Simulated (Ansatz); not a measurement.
`[NH2][Ta]([F])([F])=[S]`, relaxed with RKS PBE0-D4/def2-TZVP in the Gaussian-basis code of Ansatz from a PBE-D4/def2-SVP geometry. The force threshold is 0.005 eV/Å; the program also tests the step.

The species carries charge 0 and has multiplicity 1. Ta takes the def2 core potential.

Start:

```xyz
7

N     0.908    0.757   -0.273
Ta   -0.550   -0.450    0.248
F     0.124   -1.817    1.372
F    -1.923    0.535    1.104
S    -1.252   -1.274   -1.641
H     1.445    1.305    0.411
H     1.248    0.945   -1.221
```

Q: How much energy does the relaxation release, and in how many steps? (Best estimate.)

A: Ansatz gave: 0.98 kcal/mol, in 5 steps.

Q: Which bonds change most? (Best estimate.)

A: The calculation gave: Ta2–F4 from 1.894 to 1.872 Å; Ta2–F3 from 1.894 to 1.872 Å; Ta2–S5 from 2.178 to 2.156 Å; N1–H6 from 1.028 to 1.012 Å.

Q: Give the relaxed structure. (Best estimate.)

A: Ansatz gave: 
```xyz
7

N     0.907    0.758   -0.269
Ta   -0.543   -0.446    0.226
F     0.106   -1.782    1.366
F    -1.890    0.512    1.104
S    -1.252   -1.276   -1.633
H     1.434    1.294    0.409
H     1.238    0.939   -1.204
```
